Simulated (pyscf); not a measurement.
# F–NbH(F)(F)–F, singlet

Gas-phase minimum from PySCF at ωB97X-D3(BJ)/def2-SVP, one conformer. 

```xyz
6

F      1.0558     1.8117    -0.1282
Nb     0.0357     0.2939     0.0468
F     -0.6278     0.7874     1.7154
F     -1.6286     0.0340    -0.6857
F      0.9272    -0.5979    -1.3224
H      0.6950    -1.0036     0.9713
```
Charge 0, spin multiplicity 1.

Bonds (Å): F1–Nb2 1.837, Nb2–F3 1.862, Nb2–F4 1.837, Nb2–F5 1.861, Nb2–H6 1.724. Bond angles (°): F1–Nb2–F3 93.7, F1–Nb2–F4 125.6, F1–Nb2–F5 93.4, F1–Nb2–H6 117.4, F3–Nb2–F4 94.1, F3–Nb2–F5 163.1, F3–Nb2–H6 81.7, F4–Nb2–F5 94.2, F4–Nb2–H6 117.0, F5–Nb2–H6 81.4.

Properties at ωB97X-D3(BJ)/def2-SVP:

```yaml
harmonic_wavenumbers_unscaled: 135, 146, 216, 231, 254, 605, 681, 738, 741, 802, 916, 1994 cm⁻¹
zero_point_energy: 10.7 kcal/mol
rotational_symmetry_number: 2
Entropy of this conformer at 298 K and 1 atm, rigid rotor and harmonic oscillator, modes under 100 cm⁻¹ raised to 100: 333.1 J/(mol K)
dipole_moment: 0.07 D
```

Single-point totals, which compare only within one level:

```csv
level,total energy (hartree)
ωB97X-D3(BJ)/def2-TZVP,-457.40909
PBE/def2-TZVP,-457.03661
r²SCAN/def2-TZVP,-457.25771
B3LYP-D3(BJ)/def2-TZVP,-457.40550
PBE0-D3(BJ)/def2-TZVP,-456.97921
M06-2X/def2-TZVP,-457.10742
ωB97M-D3(BJ)/def2-TZVP,-457.38741
```

Elements past Kr carry the def2 core potentials, without spin-orbit coupling.
